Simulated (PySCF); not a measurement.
Compound: C6H8S.
SMILES with atom numbers: `[CH2:1]=[CH:2][C:3](=[CH2:4])[C:5]([CH3:6])=[S:7]` (hydrogens: H8, H9 on C1; H10 on C2; H11, H12 on C4; H13, H14, H15 on C6)

The same species was optimised twice, with GFN2-xTB and with PBE0-D3(BJ)/def2-SVP (PySCF), and the same property calculations (PySCF, gas phase) were run on both structures.

| coordinate | GFN2-xTB | PBE0-D3(BJ)/def2-SVP | change |
| --- | --- | --- | --- |
| C3–C5 (Å) | 1.463 | 1.490 | +0.027 |
| C1=C2 (Å) | 1.325 | 1.337 | +0.012 |
| C3=C4 (Å) | 1.341 | 1.348 | +0.007 |
| C2–C3 (Å) | 1.464 | 1.470 | +0.006 |
| C5–C6 (Å) | 1.492 | 1.496 | +0.004 |
| C5=S7 (Å) | 1.633 | 1.630 | -0.003 |
| C3–C5–C6 (°) | 118.3 | 116.1 | -2.2 |
| C1–C2–C3 (°) | 125.8 | 127.9 | +2.1 |
| C6–C5–S7 (°) | 120.1 | 122.0 | +1.9 |
| C2–C3–C5 (°) | 120.2 | 121.5 | +1.3 |
| C4–C3–C5 (°) | 120.3 | 119.2 | -1.1 |
| C3–C5–S7 (°) | 121.5 | 121.9 | +0.4 |
| C2–C3–C4 (°) | 119.4 | 119.4 | 0.0 |
| C1–C2–C3–C4 (°) | 159 | 176 | +17 |
| C2–C3–C5–C6 (°) | 145 | 127 | -18 |

Rotational constants: A = 2597, B = 2133, C = 1344 MHz (GFN2-xTB) against A = 2567, B = 1985, C = 1350 MHz (PBE0-D3(BJ)/def2-SVP). Point groups within 0.08 Å: C1 and C1.

On the GFN2-xTB structure: lowest singlet, TDDFT (eV) 2.19 [wB97X-D/def2-SVPD]; lowest triplet, Tamm–Dancoff (eV) 1.78 [wB97X-D/def2-SVPD]; isotropic polarisability (au) 95.7 [wB97X-D/def2-SVPD]; HOMO (eV) -8.10 [wB97X-D/def2-SVPD]; LUMO (eV) -0.77 [wB97X-D/def2-SVPD]; dipole (D) 2.67 [wB97X-D/def2-SVPD]; HOMO (eV) -6.23 [PBE0/pcSseg-1]; LUMO (eV) -2.42 [PBE0/pcSseg-1]; dipole (D) 2.55 [PBE0/pcSseg-1]; GIAO shielding of C1 (ppm) 55.1 [PBE0/pcSseg-1]; GIAO shielding of C2 (ppm) 40.8 [PBE0/pcSseg-1]; GIAO shielding of C3 (ppm) 26.4 [PBE0/pcSseg-1]; GIAO shielding of C4 (ppm) 67.0 [PBE0/pcSseg-1]; GIAO shielding of C5 (ppm) -78.7 [PBE0/pcSseg-1]; GIAO shielding of C6 (ppm) 142.6 [PBE0/pcSseg-1]; GIAO shielding of S7 (ppm) -646.0 [PBE0/pcSseg-1].

Task: What do these properties become on the PBE0-D3(BJ)/def2-SVP structure?

Result: 
```tsv
property	level	on GFN2-xTB	on PBE0-D3(BJ)/def2-SVP	change
lowest singlet, TDDFT (eV)	wB97X-D/def2-SVPD	2.19	2.37	+0.18
lowest triplet, Tamm–Dancoff (eV)	wB97X-D/def2-SVPD	1.78	1.96	+0.18
isotropic polarisability (au)	wB97X-D/def2-SVPD	95.7	97.1	+1.4
HOMO (eV)	wB97X-D/def2-SVPD	-8.10	-8.23	-0.13
LUMO (eV)	wB97X-D/def2-SVPD	-0.77	-0.59	+0.18
dipole (D)	wB97X-D/def2-SVPD	2.67	2.70	+0.03
energy, GFN2-xTB geometry as zero (kcal/mol)	wB97X-D/def2-SVPD	0.0	-2.2	-2.2
HOMO (eV)	PBE0/pcSseg-1	-6.23	-6.35	-0.12
LUMO (eV)	PBE0/pcSseg-1	-2.42	-2.26	+0.16
dipole (D)	PBE0/pcSseg-1	2.55	2.60	+0.05
energy, GFN2-xTB geometry as zero (kcal/mol)	PBE0/pcSseg-1	0.0	-1.6	-1.6
GIAO shielding of C1 (ppm)	PBE0/pcSseg-1	55.1	56.9	+1.8
GIAO shielding of C2 (ppm)	PBE0/pcSseg-1	40.8	40.4	-0.4
GIAO shielding of C3 (ppm)	PBE0/pcSseg-1	26.4	21.2	-5.2
GIAO shielding of C4 (ppm)	PBE0/pcSseg-1	67.0	61.1	-5.9
GIAO shielding of C5 (ppm)	PBE0/pcSseg-1	-78.7	-81.8	-3.1
GIAO shielding of C6 (ppm)	PBE0/pcSseg-1	142.6	136.8	-5.8
GIAO shielding of S7 (ppm)	PBE0/pcSseg-1	-646.0	-574.2	+71.8
```

The heavy atoms differ by 0.134 Å rms after alignment. Among the bonds compared C3–C5 changes most (+0.027 Å). Changes are differences of the printed values. Neither structure is proved a minimum here.

Shape of the structure used: `[CH2:1]=[CH:2][C:3](=[CH2:4])[C:5]([CH3:6])=[S:7]`: C1–C2–C3–C4 176°, C2–C3–C5–C6 127°.

wB97X-D is run here without its empirical dispersion term; that term would change no orbital, density or response property at a fixed geometry.
